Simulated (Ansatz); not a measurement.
Si(H)(F)2(OMe) (CH₄F₂OSi), SMILES CO[SiH](F)F.

Geometry: r2SCAN-D4/def2-SVP. One conformer was computed; it need not be the lowest.

Two levels are set side by side: PBE/def2-SVPD (Ansatz, a quantum-chemistry and plane-wave program) and CAM-B3LYP/def2-SVPD (Ansatz). Energy differences of separate SCF runs at the same geometry; the states with an electron removed or added have multiplicity 2 and 2. Differences are taken from unrounded values.

| quantity | CAM-B3LYP |
|---|---|
| vertical ionisation energy (eV) | 11.80 |
| vertical singlet–triplet gap (eV) | 8.37 |

Q: What does PBE give, and how far is it from CAM-B3LYP? (Estimate from the structure and the level; the computed values follow.)

A: 
| quantity | PBE | PBE minus CAM-B3LYP |
|---|---|---|
| vertical ionisation energy (eV) | 11.29 | -0.51 |
| vertical singlet–triplet gap (eV) | 7.70 | -0.67 |
